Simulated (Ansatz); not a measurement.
Basis-set series for H5NSSi2Zn, SMILES `N1[SiH2][S][Zn][SiH2]1`. Total charge 0; spin multiplicity 1. All single points use the PBE0-D4/def2-TZVP geometry.

Cartesian coordinates in Å:
```
N 0.3750 0.3179 0.5128
Si 0.4647 -1.4035 0.2208
S -1.0546 -2.1624 -1.0806
Zn -1.6207 -0.0703 -1.4519
Si -0.4714 1.6069 -0.3020
H 0.9325 0.5887 1.3151
H 1.7861 -1.7593 -0.3640
H 0.3595 -2.0853 1.5386
H -1.2050 2.4554 0.6777
H 0.4339 2.5119 -1.0666
```

```json
{"functional": "PBE0-D4", "basis": "def2-SVP", "functions": "124", "energy (Eh)": "-2813.13183", "HOMO (eV)": "-6.86", "LUMO (eV)": "-1.89"}
{"functional": "PBE0-D4", "basis": "def2-QZVPP", "functions": "517", "energy (Eh)": "-2813.88037", "HOMO (eV)": "-7.08", "LUMO (eV)": "-2.13"}
{"functional": "ωB97M-V", "basis": "def2-SVP", "functions": "124", "energy (Eh)": "-2813.63341", "HOMO (eV)": "-8.94", "LUMO (eV)": "-0.23"}
{"functional": "ωB97M-V", "basis": "def2-QZVPP", "functions": "517", "energy (Eh)": "-2814.37948", "HOMO (eV)": "-9.11", "LUMO (eV)": "-0.61"}
```

Question: Give the rows for def2-TZVPP. (Estimate.)

Answer: Ansatz gave: 
```tsv
functional	basis	functions	energy (Eh)	HOMO (eV)	LUMO (eV)
PBE0-D4	def2-TZVPP	291	-2813.80186	-7.06	-2.12
ωB97M-V	def2-TZVPP	291	-2814.30462	-9.09	-0.51
```

Scalar relativity is left out up to krypton.
